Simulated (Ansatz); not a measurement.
Computed with Ansatz on PBE0-D4/def2-TZVP structures; ΔE is electronic, products minus reactants. CCSD(T)/CBS adds triple-zeta CCSD(T) − MP2 to the extrapolated MP2 energy (def2 sets, frozen cores). This one scheme is used for every species. DFT in def2-TZVPP. Elements past krypton have def2 core potentials. For Br, Sn outer-core shells are correlated without core-valence functions, which leaves a few kJ/mol of doubt a bond. Scalar relativity is left out up to krypton. One conformer a species, not always the lowest.

Reaction (hydrogenolysis of the Sn–F bond): `[OH][Sn]([F])([Cl])[Br]` + H₂ → `[OH][SnH]([Cl])[Br]` + H–F

```json
{"level": "LDA (SPW92)", "ΔE (kJ/mol)": "11.0"}
{"level": "revPBE", "ΔE (kJ/mol)": "25.0"}
```

(1) What does CCSD(T)/CBS give? (Estimate.)

Largest T1 diagnostic among the species: 0.012.

Answers

(1) Ansatz gave: +22.5 kJ/mol. The listed levels differ from it by -11.5, 2.5 kJ/mol.

In def2-TZVPP, CCSD(T) changes the Hartree–Fock value by +4.6 kJ/mol (the triples alone add +4.1 kJ/mol) and MP2 by +7.1 kJ/mol. Leaving LDA and LC-ωPBE aside and taking each functional with its dispersion term where it has one, the values, not all of them listed here, spread over 21.2 kJ/mol, from PBE-QIDH to BLYP-D4. LDA lies −12.3 kJ/mol from PBE without D4. From PBE to PBE0 (25 % exact exchange), in def2-TZVPP and without D4, ΔE moves by −9.4 kJ/mol.
